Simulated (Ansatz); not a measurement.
Job for Ansatz (a first-principles code): U-PBE/cc-pV(T+d)Z on ClHSi (SMILES [SiH]Cl), a point of a bond scan (R = 3.665 Å). Files ending in .json are basis or fitting sets from the Basis Set Exchange.

Ansatz 0.2 input:
```yaml
crystal:
  periodic: [false, false, false]
  atoms:
    - {symbol: Si, position_ang: [0.78708045, -0.22621477, 0.74859549]}
    - {symbol: H, position_ang: [1.83074512, -0.49356290, -0.33253173]}
    - {symbol: Cl, position_ang: [-1.91309122, 0.54648443, -1.60607361]}
basis:
  gaussian:
    orbitals: cc-pV_T+d_Z.json
hamiltonian:
  xc: {name: PBE}
magnetization: {spin_polarized: true, initial_magnetization: 0}
```

The head of its log:

```
WARN ansatz: RAYON_NUM_THREADS=1 ignored (pool sized by the plan → 1); use --threads N
Functional definition: PBE
integrals: 0.02 GiB planned
675 factors; their error is unknown
mean field: 0.23 GiB planned
mean field evaluation 1: about -20400.5713 eV, gradient 2.0e1 eV
mean field evaluation 2: about -20181.6722 eV, gradient 9.2e1 eV
```

**Question.** Predict the final total energy.

**Answer.** -749.8577 hartree. Its determinant has ⟨S²⟩ = 0.13, a mixture of spin states.
